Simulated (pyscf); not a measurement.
Single points on ωB97X-D3(BJ)/def2-SVP structures (PySCF, gas phase). MP2 and CC: frozen core, UHF for open shells. ΔMP2 is the change of the MP2 total energy from the triple- to the quadruple-zeta basis. Singlets are restricted, triplets unrestricted.

Singlet (Å):
```xyz
6

F      2.2475     0.8049    -1.2604
Si     0.6046     0.9334    -1.1620
Si     0.5607    -0.5669     0.7153
F     -0.9665    -0.7926     1.2648
H      1.1163    -1.8990     0.3254
H      1.3843    -0.0287     1.8403
```

Triplet (Å):
```xyz
6

F      2.2845     1.6631    -0.9832
Si     1.1027     1.6792     0.1534
Si    -0.2234    -0.2202     0.2499
F     -1.3897    -0.2347    -0.8877
H      0.6127    -1.4319     0.0471
H     -0.8719    -0.1686     1.5843
```

Task: For these two minima of F–Si:–SiH₂–F, which spin state lies lower at CCSD(T)/def2-TZVPP + ΔMP2(QZVPP), and by how much (electronic energies)?

Result: The singlet, by 0.98 eV. Zero-point energy shifts E(triplet) − E(singlet) by +0.02 eV. Other isomers of F–Si:–SiH₂–F [singlet] were not searched in full and may lie lower. 

E(triplet) − E(singlet) by level (eV):

```json
[
 {"level": "ωB97X-D3(BJ)/def2-TZVP", "gap": "+1.01"},
 {"level": "PBE/def2-TZVP", "gap": "+0.78"},
 {"level": "r²SCAN/def2-TZVP", "gap": "+0.58"},
 {"level": "B3LYP-D3(BJ)/def2-TZVP", "gap": "+0.95"},
 {"level": "PBE0-D3(BJ)/def2-TZVP", "gap": "+0.75"},
 {"level": "M06-2X/def2-TZVP", "gap": "+0.94"},
 {"level": "ωB97M-D3(BJ)/def2-TZVP", "gap": "+1.14"},
 {"level": "HF/def2-TZVP", "gap": "+0.33"},
 {"level": "MP2/def2-QZVPP", "gap": "+0.89"},
 {"level": "CCSD/def2-TZVPP", "gap": "+0.94"},
 {"level": "CCSD(T)/def2-TZVPP", "gap": "+0.95"},
 {"level": "CCSD(T)/def2-TZVPP + ΔMP2(QZVPP)", "gap": "+0.98"}
]
```

The triplet is the lowest one reached from the SCF start used. The CCSD(T) − MP2 part came from Ansatz, without density fitting, on the same reference.
